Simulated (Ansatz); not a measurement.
Breaking the Se1–H2 bond in hydrogen selenide (SMILES [SeH2]) (multiplicity 1 held, fragments rigid). Energies count from the point at 1.470 Å.
Geometry at that point (charge 0, multiplicity 1):
```xyz
3

Se     0.0001     0.0571     0.0025
H     -1.0525    -0.9689    -0.0382
H      1.0502    -0.9711    -0.0464
```

Signs of static correlation in cc-pVDZ, with CASSCF(4,3), from Ansatz (a program for electronic structure) runs.

```csv
R (Å),T1 of restricted CCSD,⟨S²⟩ of UHF,largest double amplitude of restricted CCSD,weight of the CASSCF reference in MRCISD,CASSCF natural occupations
1.176,0.007,0.000,0.054,0.940,2.00 1.99 0.01
1.323,0.007,0.000,0.053,0.939,2.00 1.98 0.02
1.470,0.008,0.000,0.058,0.939,2.00 1.97 0.03
1.617,0.009,0.000,0.071,0.939,2.00 1.96 0.04
1.765,0.010,0.000,0.108,0.939,2.00 1.94 0.06
1.985,0.013,0.239,0.180,0.939,2.00 1.89 0.11
2.206,0.017,…,0.258,0.939,2.00 1.81 0.19
2.573,0.024,0.873,…,0.940,2.00 1.63 0.37
2.941,0.031,0.960,0.549,0.940,2.00 1.43 0.57
3.382,0.036,0.994,0.696,0.940,2.00 1.24 0.76
3.970,0.038,1.006,0.820,0.940,2.00 1.10 0.90
4.705,0.037,1.008,0.891,0.940,2.00 1.03 0.97
```

Q: Complete the blanks.

A: 
- 2.206, ⟨S²⟩ of UHF: 0.614
- 2.573, largest double amplitude of restricted CCSD: 0.402

Doubts at one or more of the structures used: active orbitals that take no part (SC-NEVPT2 on CASSCF(4,3)/cc-pVDZ); a restricted determinant that unrestricted orbitals would lower (R-CCSD(T)/cc-pVDZ); other coupled-cluster roots lie near (R-CCSD(T)/cc-pVDZ); a spin-contaminated determinant (U-CCSD(T)/cc-pVDZ); T1 above 0.05 (U-CCSD(T)/cc-pVDZ).
